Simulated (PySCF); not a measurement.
PySCF 2.14 output of an unrestricted PBE0 calculation on a single atom or ion in aug-cc-pVTZ with one added diffuse shell each of s, p, d type (5s4p3d, 32 functions), with no relativity, point nucleus:

```
SCF conv_tol = 1e-09
number electrons alpha = 1  beta = 0
    C. Adamo and V. Barone.,  J. Chem. Phys. 110, 6158 (1999)
    M. Ernzerhof and G. E. Scuseria.,  J. Chem. Phys. 110, 5029 (1999)
cycle= 1 E= -0.213978569098372  delta_E= -3.94e-05  |g|= 0.000839  |ddm|= 0.0103
cycle= 2 E= -0.213979451518776  delta_E= -8.82e-07  |g|= 0.000131  |ddm|= 0.00165
cycle= 3 E= -0.213979473584217  delta_E= -2.21e-08  |g|= 2.93e-07  |ddm|= 0.000307
cycle= 4 E= -0.213979473584245  delta_E= -2.81e-14  |g|= 7.58e-10  |ddm|= 2.99e-07
converged SCF energy = -0.213979473584245  <S^2> = 0.75  2S+1 = 2
```

The run itself started from symmetry-adapted Hartree-Fock orbitals and held the occupation by maximum overlap, on a logarithmic radial grid, so the iterations belong to that start.

Problem. Which element, charge and spin multiplicity is this?

Solution. He+ (helium, charge +1), multiplicity 2; the state was 3d1, 2D determinant (an excited configuration).

For one electron the Hartree and exchange-correlation energies should cancel; what remains is the self-interaction error. The outer electron is Rydberg-like, and this basis confines it to a smaller radius and binds it less than a complete one would.
